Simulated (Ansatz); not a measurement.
Coupled-cluster diagnostics for the cluster Cu₂I (the lowest doublet isomer of a short search), Ansatz.

Geometry of the doublet (r2SCAN-D4/def2-TZVP):

```xyz
3

Cu   -1.291    0.420    0.254
Cu    0.958    0.729    0.675
I     0.332   -1.149   -0.928
```

In the def2 sets I takes a core potential; there is no spin–orbit coupling. Correlated methods freeze 22 core orbitals; core or outer-core shells of I are correlated, in sets that lack core-valence functions. The structure comes from a short search, and lower isomers may exist.

Geometry of the charge 0 quartet (r2SCAN-D4/def2-TZVP):

```xyz
3

Cu   -0.900   -0.327    1.077
Cu    1.363   -0.426    0.192
I    -0.463    0.753   -1.268
```

(1) Estimate the CCSD(T) correlation energy, the shares of MP2 and (T), T1 and the reference's ⟨S²⟩ for: charge 0, doublet, own geometry in def2-TZVP; charge 0, quartet, own geometry in def2-TZVP; and the rough time on 4 threads of Arm Neoverse V2 on a shared host.

Answers

(1) 
```json
{"state": "charge 0, doublet, own geometry", "basis": "def2-TZVP", "correlation (eV)": "-33.751", "MP2 share (%)": "108.2", "(T) share (%)": "3.2", "T1": "0.026", "⟨S²⟩ (pure)": "0.76 (0.75)", "wall time": "36 s", "remarks": "–"}
{"state": "charge 0, quartet, own geometry", "basis": "def2-TZVP", "correlation (eV)": "-31.923", "MP2 share (%)": "99.1", "(T) share (%)": "2.7", "T1": "0.090", "⟨S²⟩ (pure)": "4.05 (3.75)", "wall time": "27 s", "remarks": "large T1, spin-contaminated"}
```
Customary marks for T1 are 0.02 (closed shells), 0.045 (open shells) and about 0.05 (3d metals). T1 exceeds 0.02 in 2 of 2 rows and 0.045 in 1; the higher it lies, the less the single-reference result can be trusted.
